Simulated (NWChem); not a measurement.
AlSiH$_{5}$O$_{3}$; SMILES [O]([SiH3])[Al]([OH])[OH]

```xyz
10

Al    -0.0173     0.9959     0.0006
O      1.6054     1.5168     0.0178
H      1.7865     2.4652     0.0177
O     -1.2626     2.1639    -0.0116
H     -2.1862     1.8841    -0.0234
O     -0.3678    -0.6640    -0.0029
Si    -0.0332    -2.2746     0.0016
H     -1.2197    -3.0288    -0.4875
H      0.2855    -2.7439     1.3785
H      1.1202    -2.5948    -0.8843
```
Atoms are numbered in this order, from 1.

Structure relaxed at the B3LYP/6-31G* (spherical d) level.

 Unshifted, non-relativistic core excitations; the lowest 4 roots alone, so stronger bands may lie above.

Task: List the first Al K-edge excitations from PBE/6-311G** (spherical d), restricted-window TDA (NWChem).

Result: 
| state | energy (eV) | dipole oscillator strength | leading excitation (squared amplitude) |
|---|---|---|---|
| S1 | 1505.4 | 0.0000 | 1s of atom 1 or its equivalents → LUMO (1.00) |
| S2 | 1506.8 | 0.0024 | 1s of atom 1 or its equivalents → LUMO+1 (1.00) |
| S3 | 1506.8 | 0.0002 | 1s of atom 1 or its equivalents → LUMO+2 (1.00) |
| S4 | 1507.2 | 0.0002 | 1s of atom 1 or its equivalents → LUMO+3 (1.00) |
